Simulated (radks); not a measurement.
The numbers below are computed, except where a source is named.
Task: Numerical settings for neutral gadolinium, [Xe] 4f7 5d1 6s2. Level of theory: Dirac Kohn-Sham, PBE, spin-unpolarised, spherical densities, finite nucleus; open shells fill j = l - 1/2 first; Fermi nuclear charge, rms radius 5.1569 fm (a radial shooting solver on a logarithmic mesh with Libxc functionals). The defaults (mesh step 0.008 in ln r, mesh end at 40 bohr or more with all orbitals vanishing there, Anderson mixing 0.5 over 9 steps, residual threshold near 1e-9 with the energy settled to 1e-9 hartree or 1e-11 of itself, here a cap of 65 iterations) give E = -11279.3169 hartree and 5d3/2 at -2.638 eV in 14 iterations. Run on one thread of a shared host, so times are rough (Arm Neoverse V2): 0.15 s of CPU time, 0.15 s wall, 14 iterations on 2440 mesh points. One setting is changed at a time: mesh step in ln r 0.012; mesh step in ln r 0.02; mesh step in ln r 0.03; mesh end (bohr) 5; mesh end (bohr) 3; residual threshold 1e-05; residual threshold 1e-13; mixing 1.5; linear mixing, mixing 1; linear mixing, mixing 0.2; mixing history 20; iteration cap 8. Which runs fail to converge, and which converge to a wrong energy?

Result: Not converged within the cap: linear mixing, mixing 1; linear mixing, mixing 0.2; iteration cap 8. Settled on a wrong energy, with an occupied level pushed above zero by the early mesh end: mesh end (bohr) 5 (+0.316 hartree); mesh end (bohr) 3 (+3.77 hartree). Apart from these: no run marked as converged misses the energy by more than 1 mhartree.
